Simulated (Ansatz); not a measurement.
Reaction (SMILES): F[SiH] (F-SiH) (closed-shell singlet) → F atom + H atom + Si atom
B3LYP-D3(BJ)/def2-TZVP geometries, fixed; electronic energies without zero-point terms.

The atomisation energy at MP2 with Ansatz (a program for electronic structure), in kcal/mol, split into its Hartree-Fock and correlation parts. Cores are frozen. A restricted Hartree-Fock determinant is unstable towards unrestricted orbitals. Open shells are unrestricted. No added dispersion term, no relativity. Functions are those of the species that has most.

```
basis        X  functions  Hartree-Fock     MP2
-----------  -  ---------  ------------  ------
cc-pV(D+d)Z  2         42        144.24  196.98
cc-pV(T+d)Z  3         83        154.22  216.06
cc-pV(Q+d)Z  4        149        156.09  221.83
cc-pV(5+d)Z  5        246        156.23  223.52
```

Worked estimate of the basis-set limit from each neighbouring pair, with Hartree-Fock from the larger set and the correlation part extrapolated as X^-3.
Correlation parts: X = 2: 52.74, X = 3: 61.84, X = 4: 65.74, X = 5: 67.29.
- (2,3): (27·(61.84) - 8·(52.74))/19 = 65.67; with Hartree-Fock 154.22 the estimate is 219.89 kcal/mol.
- (3,4): (64·(65.74) - 27·(61.84))/37 = 68.59; with Hartree-Fock 156.09 the estimate is 224.68 kcal/mol.
- (4,5): (125·(67.29) - 64·(65.74))/61 = 68.92; with Hartree-Fock 156.23 the estimate is 225.15 kcal/mol.
The last two estimates differ by 0.47 kcal/mol; the largest set lies 1.63 from the last. Over the last step Hartree-Fock moves by 0.14 and the correlation part by 1.55.
